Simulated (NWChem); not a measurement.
System: C$_{3}$H$_{3}$F$_{3}$; SMILES FC(=C(F)C)F

NWChem input:

```
start job
memory heap 200 mb stack 900 mb global 1100 mb
geometry units angstroms noautoz
  C     -1.168924    -1.525095     0.000000
  C      0.025992    -0.638618     0.000000
  F      1.224663    -1.269541     0.000000
  C      0.027726     0.690952     0.000000
  F     -1.082811     1.423856     0.000000
  F      1.118498     1.442755     0.000000
  H     -2.087775    -0.934468     0.000000
  H     -1.168111    -2.173180    -0.885102
  H     -1.168111    -2.173180     0.885102
end
basis spherical
  * library def2-svp
end
dft
  xc r2scan
  iterations 150
  mulliken
end
task dft energy
```

Parts of the log:

```
             Northwest Computational Chemistry Package (NWChem) 7.3.0
             --------------------------------------------------------

 CS  symmetry detected

                             Geometry "geometry" -> ""
                             -------------------------

 Output coordinates in angstroms (scale by  1.889725989 to convert to a.u.)

  No.       Tag          Charge          X              Y              Z
 ---- ---------------- ---------- -------------- -------------- --------------
    1 C                    6.0000    -1.17706418    -1.52782606     0.00000000
    2 C                    6.0000     0.01981526    -0.64400179     0.00000000
    3 F                    9.0000     1.21708380    -1.27758212     0.00000000
    4 C                    6.0000     0.02449849     0.68556109     0.00000000
    5 F                    9.0000    -1.08441005     1.42092667     0.00000000
    6 F                    9.0000     1.11693545     1.43494270     0.00000000
    7 H                    1.0000    -2.09460279    -0.93516232     0.00000000
    8 H                    1.0000    -1.17768875    -2.17591127    -0.88510200
    9 H                    1.0000    -1.17768875    -2.17591127     0.88510200

 Effective nuclear repulsion energy (a.u.)     242.1279988102

      Symmetry information
      --------------------

 Group name             Cs
 Group number              2
 Group order               2
 No. of unique centers     8

                                 NWChem DFT Module
                                 -----------------

 Summary of "ao basis" -> "ao basis" (spherical)
 ------------------------------------------------------------------------------
       Tag                 Description            Shells   Functions and Types
 ---------------- ------------------------------  ------  ---------------------
 C                          def2-svp                 6       14   3s2p1d
 F                          def2-svp                 6       14   3s2p1d
 H                          def2-svp                 3        5   2s1p

      Symmetry analysis of basis
      --------------------------

        a'         69
        a"         30

            General Information
            -------------------
          SCF calculation type: DFT
          Wavefunction type:  closed shell.
          No. of atoms     :     9
          No. of electrons :    48
           Alpha electrons :    24
            Beta electrons :    24
          Charge           :     0
          Spin multiplicity:     1
          Use of symmetry is: on ; symmetry adaption is: on
          Maximum number of iterations: 150
          AO basis - number of functions:    99
                     number of shells:    45
          Convergence on energy requested:  1.00D-06
          Convergence on density requested:  1.00D-05
          Convergence on gradient requested:  5.00D-04

              XC Information
              --------------
                      r^2SCAN Method XC Functional
               r^2SCAN metaGGA Exchange Functional  1.000
                     r^2SCAN Correlation Potential  1.000

             Grid Information
             ----------------
          Grid used for XC integration:  medium
          Radial quadrature: Mura-Knowles
          Angular quadrature: Lebedev.
          Tag              B.-S. Rad. Rad. Pts. Rad. Cut. Ang. Pts.
          ---              ---------- --------- --------- ---------
          C                   0.70       49          10.0       434
          F                   0.50       49          11.0       434
          H                   0.35       45           9.0       434
          Grid pruning is: on
          Number of quadrature shells:   384
          Spatial weights used:  Erf1

      Superposition of Atomic Density Guess
      -------------------------------------

 Sum of atomic energies:        -412.24980271

      Non-variational initial energy
      ------------------------------

 Total energy =    -414.707652
 1-e energy   =   -1051.648917
 2-e energy   =     394.813266
 HOMO         =      -0.209921
 LUMO         =       0.124117

      Symmetry analysis of molecular orbitals - initial
      -------------------------------------------------

  Numbering of irreducible representations:

     1 a'          2 a"

  Orbital symmetries:

     1 a'          2 a'          3 a'          4 a'          5 a'
     6 a'          7 a'          8 a'          9 a'         10 a'
    11 a'         12 a'         13 a'         14 a'         15 a"
    16 a"         17 a'         18 a'         19 a"         20 a'
    21 a"         22 a'         23 a'         24 a"         25 a"
    26 a'         27 a'         28 a'         29 a"         30 a'
    31 a'         32 a'         33 a'         34 a"

     ---------------------------------------------
      Total Density - Mulliken Population Analysis
     ---------------------------------------------

    Atom       Charge   Shell Charges
 -----------   ------   -------------------------------------------------------
    1 C    6     6.21   1.99  0.95  0.14  2.07  1.03  0.02
    2 C    6     5.88   1.99  0.91  0.26  1.79  0.86  0.07
    3 F    9     9.40   1.99  1.14  0.77  3.44  2.05  0.01
    4 C    6     5.11   1.99  0.85  0.16  1.48  0.53  0.11
    5 F    9     9.36   1.99  1.14  0.77  3.42  2.04  0.01
    6 F    9     9.36   1.99  1.14  0.76  3.43  2.04  0.01
    7 H    1     0.89   0.66  0.20  0.03
    8 H    1     0.90   0.67  0.20  0.03
    9 H    1     0.90   0.67  0.20  0.03

[...]
```

Level: r2SCAN/def2-SVP. All runs use the structure optimised with B3LYP/6-31G* (spherical d).
